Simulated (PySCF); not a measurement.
**How ionic is MB along the lanthanides?**

r²SCAN in PySCF with x2c-SVPall on every atom, spin-free X2C, for the lowest determinant that a PBE0 search found; no spin–orbit coupling. A negative dipole means M(+)B(−).

```json
{"M": "La", "state (unpaired electrons)": "quintet (σ ↑↑, π ↑↑)", "Re (Å)": "2.354", "μ (D)": "-3.96"}
{"M": "Pr", "state (unpaired electrons)": "septet (f population 2.6)", "Re (Å)": "2.361", "μ (D)": "-4.81"}
{"M": "Nd", "state (unpaired electrons)": "octet (f population 3.7)", "Re (Å)": "2.356", "μ (D)": "-4.99"}
{"M": "Pm", "state (unpaired electrons)": "nonet (f population 4.7)", "Re (Å)": "2.327", "μ (D)": "-4.65"}
{"M": "Sm", "state (unpaired electrons)": "decet (f population 5.8)", "Re (Å)": "2.353", "μ (D)": "-5.07"}
{"M": "Eu", "state (unpaired electrons)": "2S+1 = 11 (f population 6.9)", "Re (Å)": "2.374", "μ (D)": "-5.34"}
{"M": "Ho", "state (unpaired electrons)": "septet (f population 10.9)", "Re (Å)": "2.299", "μ (D)": "-5.22"}
```

Problem. Give the ionic character |μ|/(e·Re) of each, with 1 e·Å = 4.803 D, and the positive end.

Solution. LaB 35 % (La positive), PrB 42 % (Pr positive), NdB 44 % (Nd positive), PmB 42 % (Pm positive), SmB 45 % (Sm positive), EuB 47 % (Eu positive), HoB 47 % (Ho positive). Lone pairs and polarisation enter μ too, so this number is only a rough measure of charge transfer.

Spin–orbit coupling is left out. The state is the lowest single determinant that the PBE0 search found; with open d or f shells the true ground state can be another one.
